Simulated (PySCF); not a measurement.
C₅H₉O, SMILES O=[C]CC(C)C, multiplicity 2.

The structure is a stationary point at PBE0-D3(BJ)/def2-SVP. The isomer is the one that the SMILES or the coordinates give; other isomers of the formula were not compared. The values are those of a single conformer.

These are B3LYP/def2-TZVP (PySCF) values and carry that method's errors.

Gas-phase values at a fixed geometry.

Computed frontier levels, dipole moment and polarisability:
The α spin, highest occupied and lowest empty level is -5.34 and -0.78 eV, the β spin, highest occupied and lowest empty level is -9.23 and -1.76 eV and the dipole moment is 2.62 D. The quadrupole, principal values (traceless, Buckingham form, about the centre of nuclear charge) is -7.68, 3.22, 4.46 D·Å and the mean static polarisability is 63.4 bohr³ (9.40 Å³). The polarisability, principal values is 55.2, 63.8, 71.3 bohr³ and the ⟨S²⟩ is 0.753 (pure state 0.75).
